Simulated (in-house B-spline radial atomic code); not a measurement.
Radial electron density of Kr⁺, [Ar] 3d10 4s2 4p4 8g1. Computed with an all-electron radial atomic-structure program (B-spline basis): Dirac-Hartree-Fock, average of configuration, Fermi nucleus of rms radius 4.1884 fm.

Columns: r (bohr), 4πr²n(r) (electrons per bohr), bar.

```
 0.00161    1.167 #
  0.0021    1.881 ##
 0.00274    3.002 ###
 0.00358    4.734 ####
 0.00467    7.311 ######
  0.0061    11.05 #########
 0.00795    16.13 ##############
  0.0104    22.73 ###################
  0.0135    30.14 #########################
  0.0177    37.76 ################################
  0.0231    43.31 #####################################
  0.0301    45.01 ######################################
  0.0393    42.38 ####################################
  0.0513    38.12 ################################
  0.0669    37.53 ################################
  0.0873    43.81 #####################################
   0.114    52.13 ############################################
   0.149     51.8 ############################################
   0.194    40.35 ##################################
   0.253    30.25 ##########################
    0.33    32.45 ###########################
   0.431    37.37 ################################
   0.562    30.66 ##########################
   0.734    16.59 ##############
   0.958    7.631 ######
    1.25    5.392 #####
    1.63    4.336 ####
    2.13    2.325 ##
    2.78   0.7112 #
    3.62    0.113 
    4.73 0.009314 
    6.17  0.00677 
    8.05  0.01293 
    10.5 0.007098 
    13.7 0.001626 
    17.9  0.01534 
    23.4 0.0007677 
    30.5  0.02004 
    39.8 0.008254 
    51.9  0.03872 
    67.7 0.003951 
    88.4 2.038e-05 
     115 3.903e-09 
     150 1.056e-14
```

On this grid the curve has 7 maxima, near 0.0301, 0.114, 0.431, 8.05, 17.9, 30.5, 51.9 bohr.

The 4p3/2 radial function P(r) = rR(r), positive near the nucleus, with its small component Q(r) (sign convention: Q ≈ (P' + κP/r)/2c):

```tsv
r (bohr)	P	Q
0.00274	0.001208	-7.97e-05
0.00467	0.003358	-0.0002216
0.00795	0.00909	-0.0005998
0.0135	0.0235	-0.001552
0.0231	0.05732	-0.003798
0.0393	0.1224	-0.008215
0.0669	0.2097	-0.01474
0.114	0.2265	-0.0191
0.194	0.004881	-0.0128
0.33	-0.3503	0.003045
0.562	-0.2155	0.009241
0.958	0.5109	0.00124
1.63	0.8326	-0.004376
2.78	0.3849	-0.002331
4.73	0.04305	-0.000262
```
